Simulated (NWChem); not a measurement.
System: GeH$_{2}$O$_{2}$Cl$_{2}$; SMILES [OH][Ge]([OH])([Cl])[Cl]

Output (shortened):

```
             Northwest Computational Chemistry Package (NWChem) 7.3.0
             --------------------------------------------------------

 C2  symmetry detected

                             Geometry "geometry" -> ""
                             -------------------------

 Output coordinates in angstroms (scale by  1.889725989 to convert to a.u.)

  No.       Tag          Charge          X              Y              Z
 ---- ---------------- ---------- -------------- -------------- --------------
    1 O                    8.0000    -0.14458328     1.47893966    -1.24204562
    2 Ge                  32.0000     0.00000000     0.00000000    -0.26636562
    3 O                    8.0000     0.14458328    -1.47893966    -1.24204562
    4 Cl                  17.0000    -1.78456592    -0.03553583     0.93347638
    5 Cl                  17.0000     1.78456592     0.03553583     0.93347638
    6 H                    1.0000     0.71108227     1.67810099    -1.67088362
    7 H                    1.0000    -0.71108227    -1.67810099    -1.67088362

 Effective nuclear repulsion energy (a.u.)     601.0282732857

      Symmetry information
      --------------------

 Group name             C2
 Group number              4
 Group order               2
 No. of unique centers     4

  pbe96 is a nonlocal functional; adding pw91lda local functional.

                                 NWChem DFT Module
                                 -----------------

 Summary of "ao basis" -> "ao basis" (spherical)
 ------------------------------------------------------------------------------
       Tag                 Description            Shells   Functions and Types
 ---------------- ------------------------------  ------  ---------------------
 O                          def2-svp                 6       14   3s2p1d
 Ge                         def2-svp                12       32   5s4p3d
 Cl                         def2-svp                 8       18   4s3p1d
 H                          def2-svp                 3        5   2s1p

      Symmetry analysis of basis
      --------------------------

        a          55
        b          51

            General Information
            -------------------
          SCF calculation type: DFT
          Wavefunction type:  closed shell.
          No. of atoms     :     7
          No. of electrons :    84
           Alpha electrons :    42
            Beta electrons :    42
          Charge           :     0
          Spin multiplicity:     1
          Use of symmetry is: on ; symmetry adaption is: on
          Maximum number of iterations: 200
          AO basis - number of functions:   106
                     number of shells:    46
          Convergence on energy requested:  1.00D-06
          Convergence on density requested:  1.00D-05
          Convergence on gradient requested:  5.00D-04

              XC Information
              --------------
          PerdewBurkeErnzerhof Exchange Functional  1.000
            Perdew 1991 LDA Correlation Functional  1.000 local
           PerdewBurkeErnz. Correlation Functional  1.000 non-local

             Grid Information
             ----------------
          Grid used for XC integration:  medium
          Radial quadrature: Mura-Knowles
          Angular quadrature: Lebedev.
          Tag              B.-S. Rad. Rad. Pts. Rad. Cut. Ang. Pts.
          ---              ---------- --------- --------- ---------
          O                   0.60       49           9.0       434
          Ge                  1.25      112           8.0       590
          Cl                  1.00       88          11.0       590
          H                   0.35       45          10.0       434
          Grid pruning is: on
          Number of quadrature shells:   294
          Spatial weights used:  Erf1

      Superposition of Atomic Density Guess
      -------------------------------------

 Sum of atomic energies:       -3144.07139452

      Non-variational initial energy
      ------------------------------

 Total energy =   -3145.054232
 1-e energy   =   -5571.621059
 2-e energy   =    1825.538554
 HOMO         =      -0.431587
 LUMO         =      -0.016672

      Symmetry analysis of molecular orbitals - initial
      -------------------------------------------------

  Numbering of irreducible representations:

     1 a           2 b

  Orbital symmetries:

     1 a           2 a           3 b           4 a           5 b
     6 a           7 b           8 a           9 b          10 a
    11 b          12 a          13 b          14 b          15 a
    16 b          17 a          18 a          19 b          20 a
    21 b          22 b          23 a          24 b          25 a
    26 a          27 a          28 b          29 a          30 b
    31 a          32 b          33 a          34 b          35 a
    36 b          37 a          38 b          39 a          40 b
    41 a          42 b          43 a          44 b          45 a
    46 b          47 b          48 a          49 a          50 b
    51 a          52 b

   convergence    iter        energy       DeltaE   RMS-Dens  Diis-err
 ---------------- ----- ----------------- --------- --------- ---------
 d= 0,ls=0.0,diis     1  -3147.5201785438 -3.75D+03  2.41D-02  1.35D+00
 d= 0,ls=0.0,diis     2  -3147.1746532405  3.46D-01  1.59D-02  4.60D+00
 d= 0,ls=0.0,diis     3  -3147.6604324621 -4.86D-01  3.57D-03  1.62D-01
 d= 0,ls=0.0,diis     4  -3147.6696462227 -9.21D-03  2.08D-03  3.98D-02
 d= 0,ls=0.0,diis     5  -3147.6749277458 -5.28D-03  4.67D-04  5.64D-03
  Resetting Diis
 d= 0,ls=0.0,diis     6  -3147.6754364854 -5.09D-04  5.10D-05  1.10D-04
 d= 0,ls=0.0,diis     7  -3147.6754434512 -6.97D-06  1.37D-05  1.21D-06
 d= 0,ls=0.0,diis     8  -3147.6754433981  5.31D-08  1.00D-05  1.82D-06
 d= 0,ls=0.0,diis     9  -3147.6754435300 -1.32D-07  3.02D-06  2.79D-07

         Total DFT energy =    -3147.675443529956
      One electron energy =    -5571.163342672120
           Coulomb energy =     1975.146293033623
    Exchange-Corr. energy =     -152.686667177176
 Nuclear repulsion energy =      601.028273285717

 Numeric. integr. density =       83.999993903761

                  Occupations of the irreducible representations
                  ----------------------------------------------

                     irrep           alpha         beta
                     --------     --------     --------
                     a                22.0         22.0
                     b                20.0         20.0

                       DFT Final Molecular Orbital Analysis
                       ------------------------------------

 Vector   40  Occ=2.000000D+00  E=-2.865419D-01  Symmetry=a
              MO Center= -2.7D-14, -3.7D-14,  1.9D-01, r^2= 4.8D+00
   Bfn.  Coefficient  Atom+Function         Bfn.  Coefficient  Atom+Function
  ----- ------------  ---------------      ----- ------------  ---------------
    72      0.370295  4 Cl py                90     -0.370295  5 Cl py
    69      0.276087  4 Cl py                87     -0.276087  5 Cl py
     6      0.205013  1 O  pz                52      0.205013  3 O  pz
    66      0.160607  4 Cl py                84     -0.160607  5 Cl py
     4      0.152296  1 O  px                50     -0.152296  3 O  px

 Vector   41  Occ=2.000000D+00  E=-2.857514D-01  Symmetry=b
              MO Center= -3.0D-13, -4.1D-16,  8.0D-01, r^2= 4.4D+00
   Bfn.  Coefficient  Atom+Function         Bfn.  Coefficient  Atom+Function
  ----- ------------  ---------------      ----- ------------  ---------------
    73      0.328118  4 Cl pz                91     -0.328118  5 Cl pz
    71      0.306878  4 Cl px                89      0.306878  5 Cl px
    70      0.248778  4 Cl pz                88     -0.248778  5 Cl pz
    68      0.229651  4 Cl px                86      0.229651  5 Cl px
    67      0.144379  4 Cl pz                85     -0.144379  5 Cl pz

 Vector   42  Occ=2.000000D+00  E=-2.735190D-01  Symmetry=b
              MO Center= -3.7D-14,  1.2D-13, -7.8D-01, r^2= 3.9D+00
   Bfn.  Coefficient  Atom+Function         Bfn.  Coefficient  Atom+Function
  ----- ------------  ---------------      ----- ------------  ---------------
     6      0.303493  1 O  pz                52     -0.303493  3 O  pz
     5      0.267516  1 O  py                51      0.267516  3 O  py
     9      0.223267  1 O  pz                55     -0.223267  3 O  pz
    72     -0.206870  4 Cl py                90     -0.206870  5 Cl py
     8      0.202949  1 O  py                54      0.202949  3 O  py

 Vector   43  Occ=0.000000D+00  E=-7.951899D-02  Symmetry=a
              MO Center=  1.8D-15,  2.5D-15, -2.0D-02, r^2= 4.1D+00
   Bfn.  Coefficient  Atom+Function         Bfn.  Coefficient  Atom+Function
  ----- ------------  ---------------      ----- ------------  ---------------
    18      0.875432  2 Ge s                 19      0.451136  2 Ge s
    17     -0.425756  2 Ge s                 71     -0.366969  4 Cl px
    89      0.366969  5 Cl px                 3     -0.290945  1 O  s
    49     -0.290945  3 O  s                 73      0.216782  4 Cl pz
    91      0.216782  5 Cl pz                68     -0.199620  4 Cl px

 Vector   44  Occ=0.000000D+00  E= 6.793330D-04  Symmetry=a
              MO Center=  1.3D-14,  6.3D-14, -9.2D-01, r^2= 4.9D+00
   Bfn.  Coefficient  Atom+Function         Bfn.  Coefficient  Atom+Function
  ----- ------------  ---------------      ----- ------------  ---------------
    31      0.542033  2 Ge pz                98     -0.475546  6 H  s
   103     -0.475546  7 H  s                  3      0.445381  1 O  s
    49      0.445381  3 O  s                 18      0.442591  2 Ge s
    28      0.377645  2 Ge pz                19     -0.294028  2 Ge s
    71     -0.237198  4 Cl px                89      0.237198  5 Cl px

 Vector   45  Occ=0.000000D+00  E= 1.403677D-02  Symmetry=b
              MO Center=  3.4D-14,  8.3D-14, -8.8D-01, r^2= 5.4D+00
   Bfn.  Coefficient  Atom+Function         Bfn.  Coefficient  Atom+Function
  ----- ------------  ---------------      ----- ------------  ---------------
    98      0.555470  6 H  s                103     -0.555470  7 H  s
    30      0.516448  2 Ge py                 3     -0.498864  1 O  s
    49      0.498864  3 O  s                 27      0.286113  2 Ge py
    29      0.238779  2 Ge px                 7     -0.230044  1 O  px
    53     -0.230044  3 O  px                 4     -0.203368  1 O  px

     Multipole analysis of the density
     ---------------------------------

     L   x y z        total         alpha         beta         nuclear
     -   - - -        -----         -----         ----         -------
     0   0 0 0     -0.000000    -42.000000    -42.000000     84.000000

     1   1 0 0     -0.000000     -0.000000     -0.000000      0.000000
     1   0 1 0     -0.000000     -0.000000     -0.000000      0.000000
     1   0 0 1     -0.700950     -0.350475     -0.350475     -0.000000

     2   2 0 0    -39.256778   -215.366838   -215.366838    391.476898
     2   1 1 0      3.985067     -0.009765     -0.009765      4.004597
     2   1 0 1      0.000000      0.000000      0.000000      0.000000
     2   0 2 0    -39.759029    -92.499216    -92.499216    145.239404
     2   0 1 1     -0.000000     -0.000000     -0.000000      0.000000
     2   0 0 2    -37.342243   -129.666620   -129.666620    221.990996

            General Information
            -------------------
          SCF calculation type: DFT
          Wavefunction type:  closed shell.
          No. of atoms     :     7
          No. of electrons :    84
           Alpha electrons :    42
            Beta electrons :    42
          Charge           :     0
          Spin multiplicity:     1
          Use of symmetry is: on ; symmetry adaption is: on
          Maximum number of iterations: 200
          AO basis - number of functions:   106
                     number of shells:    46
          Convergence on energy requested:  1.00D-06
          Convergence on density requested:  1.00D-05
          Convergence on gradient requested:  5.00D-04

              XC Information
              --------------
          PerdewBurkeErnzerhof Exchange Functional  1.000
            Perdew 1991 LDA Correlation Functional  1.000 local
           PerdewBurkeErnz. Correlation Functional  1.000 non-local

             Grid Information
             ----------------
          Grid used for XC integration:  medium
          Radial quadrature: Mura-Knowles
          Angular quadrature: Lebedev.
          Tag              B.-S. Rad. Rad. Pts. Rad. Cut. Ang. Pts.
          ---              ---------- --------- --------- ---------
          O                   0.60       49           9.0       434
          Ge                  1.25      112           8.0       590
          Cl                  1.00       88          11.0       590
          H                   0.35       45          10.0       434
          Grid pruning is: on
          Number of quadrature shells:   294
          Spatial weights used:  Erf1

          Convergence Information
          -----------------------
          Convergence aids based upon iterative change in
          total energy or number of iterations.
          Levelshifting, if invoked, occurs when the
          HOMO/LUMO gap drops below (HL_TOL):  1.00D-02
          DIIS, if invoked, will attempt to extrapolate
          using up to (NFOCK): 10 stored Fock matrices.

                    Damping( 0%)  Levelshifting(0.5)       DIIS
                  --------------- ------------------- ---------------
          dE  on:    start            ASAP                start
          dE off:    2 iters        200 iters           200 iters

                            NWChem DFT Gradient Module
                            --------------------------

  charge          =   0.00
  wavefunction    = closed shell

  Using symmetry

                         DFT ENERGY GRADIENTS

    atom               coordinates                        gradient
                 x          y          z           x          y          z
   1 O      -0.273223   2.794791  -2.347126    0.000051  -0.000182   0.000164
   2 Ge      0.000000   0.000000  -0.503358    0.000000   0.000000  -0.000023
   3 O       0.273223  -2.794791  -2.347126   -0.000051   0.000182   0.000164
   4 Cl     -3.372341  -0.067153   1.764015    0.000416  -0.000019  -0.000254
   5 Cl      3.372341   0.067153   1.764015   -0.000416   0.000019  -0.000254
   6 H       1.343751   3.171151  -3.157512   -0.000060  -0.000142   0.000102
   7 H      -1.343751  -3.171151  -3.157512    0.000060   0.000142   0.000102
```

Level: PBE/def2-SVP. All runs use the structure optimised with PBE-D3(BJ)/def2-SVP.

Write an input that gives this output.

This is not unique; one that fits is the input that was run:
```
start job
memory heap 200 mb stack 900 mb global 1100 mb
geometry units angstroms noautoz
  O     -0.164500     1.476857    -1.254830
  Ge     0.000000     0.000000    -0.279150
  O      0.164500    -1.476857    -1.254830
  Cl    -1.783925    -0.059581     0.920692
  Cl     1.783925     0.059581     0.920692
  H      0.688404     1.687531    -1.683668
  H     -0.688404    -1.687531    -1.683668
end
basis spherical
  * library def2-svp
end
dft
  xc xpbe96 cpbe96
  iterations 200
end
task dft gradient
```
